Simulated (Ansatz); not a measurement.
Relaxed structures of AlSiH₂ClF (charge -1), singlet (PBE0-D4/def2-TZVPD; forces vanish, vibrations not checked; lower isomers may exist, and structures with a doubtful reference or unclear bonds are left out; Å). Program: Ansatz 0.2.0. Basis: def2-TZVPPD. Cores are frozen in the correlated methods.

Problem. Rank them by CCSD(T) energy, lowest first, and give each one's height above the lowest. Links in brackets join atoms within 1.22 times the sum of their covalent radii (1.1 for two metals). (To be estimated.)
A.
AlSiH₂ClF ([F][Si]([AlH2])[Cl]), total charge -1
```
6
angstrom
F 0.1853 -2.3908 -0.2558
Al 0.6088 0.9539 0.4800
Si -0.3937 -0.9105 -0.6913
Cl -2.4826 -1.1789 -0.2019
H 2.2305 1.0970 0.4233
H -0.0868 2.4073 0.2653
```
B.
AlSiH₂ClF ([F][SiH2][Al][Cl]), total charge -1
```
6
angstrom
F 0.3241 1.2555 2.2516
Al -0.6698 -0.6051 -0.9835
Si 0.5929 1.0016 0.6431
Cl -2.1976 -1.4666 0.4408
H 2.0863 0.7166 0.6041
H 0.5832 2.4162 0.0842
```
C.
AlSiH₂ClF ([F][Al]([SiH2])[Cl]), total charge -1
```
6
angstrom
F 0.3039 -2.2940 -0.4209
Al -0.3592 -0.7793 -0.0980
Si 0.7013 1.0984 0.9416
Cl -2.4975 -1.0356 -0.4805
H 1.9199 0.9486 0.0238
H -0.0685 2.0619 0.0340
```

Solution. By the calculation: C (0.0 kJ/mol), B (90.0 kJ/mol), A (178.9 kJ/mol). Heights count from the lowest.

The T1 diagnostic stays at or below 0.020. The restricted Hartree–Fock reference is unstable towards an unrestricted one at one or more of these structures.

For scale, one of the runs: CCSD(T)/def2-TZVPPD, 221 basis functions, launched by `ansatz run in.yaml --threads 2 --pin off --events-out ev --progress --plain --max-ram 4352MiB`. Time: 120 s of wall clock on 2 CPU threads of an Arm Neoverse V2; the host was shared. Peak host memory: 3.1 GiB.
